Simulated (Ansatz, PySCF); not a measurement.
(E)-1,2-dibromo-1-chloroethene (C2HBr2Cl), SMILES Cl/C(Br)=C\Br. Atoms are numbered in the order given.

```xyz
6

Cl    -1.8394    -0.2219     0.0000
C     -0.1472    -0.4583     0.0000
Br     0.4313    -2.2474     0.0000
C      0.7530     0.5317     0.0000
Br     0.3080     2.3392     0.0000
H      1.8216     0.3149     0.0000
```
Charge 0, spin multiplicity 1.

Geometry optimised at PBE0-D3(BJ)/def2-SVP.

Two levels are set side by side: PBE-D3(BJ)/def2-SVP (Ansatz, a first-principles code) and PBE0-D3(BJ)/def2-SVP (Ansatz). Each level has its own optimised geometry; the coordinates shown are those of the second. Frequencies come from the Hessian of PySCF at each geometry. Differences are taken from unrounded values.

```json
[
 {"quantity": "mean bond length (Å)", "PBE0-D3(BJ)": "1.576", "PBE-D3(BJ)": "1.589", "PBE-D3(BJ) minus PBE0-D3(BJ)": "0.013"},
 {"quantity": "bond Cl1–C2 (Å)", "PBE0-D3(BJ)": "1.709", "PBE-D3(BJ)": "1.721", "PBE-D3(BJ) minus PBE0-D3(BJ)": "0.012"},
 {"quantity": "bond C2–Br3 (Å)", "PBE0-D3(BJ)": "1.880", "PBE-D3(BJ)": "1.899", "PBE-D3(BJ) minus PBE0-D3(BJ)": "0.018"},
 {"quantity": "bond C2–C4 (Å)", "PBE0-D3(BJ)": "1.338", "PBE-D3(BJ)": "1.351", "PBE-D3(BJ) minus PBE0-D3(BJ)": "0.013"},
 {"quantity": "bond C4–Br5 (Å)", "PBE0-D3(BJ)": "1.861", "PBE-D3(BJ)": "1.877", "PBE-D3(BJ) minus PBE0-D3(BJ)": "0.016"},
 {"quantity": "bond C4–H6 (Å)", "PBE0-D3(BJ)": "1.090", "PBE-D3(BJ)": "1.098", "PBE-D3(BJ) minus PBE0-D3(BJ)": "0.008"},
 {"quantity": "highest harmonic wavenumber (cm⁻¹)", "PBE0-D3(BJ)": "3256", "PBE-D3(BJ)": "3165", "PBE-D3(BJ) minus PBE0-D3(BJ)": "-92"},
 {"quantity": "mean harmonic wavenumber (cm⁻¹)", "PBE0-D3(BJ)": "873", "PBE-D3(BJ)": "834", "PBE-D3(BJ) minus PBE0-D3(BJ)": "-39"},
 {"quantity": "zero-point energy (kcal/mol)", "PBE0-D3(BJ)": "14.97", "PBE-D3(BJ)": "14.31", "PBE-D3(BJ) minus PBE0-D3(BJ)": "-0.66"}
]
```

GGA bonds tend to be longer and softer than those of functionals with exact exchange. Differences between two approximate levels are no errors against the true value.
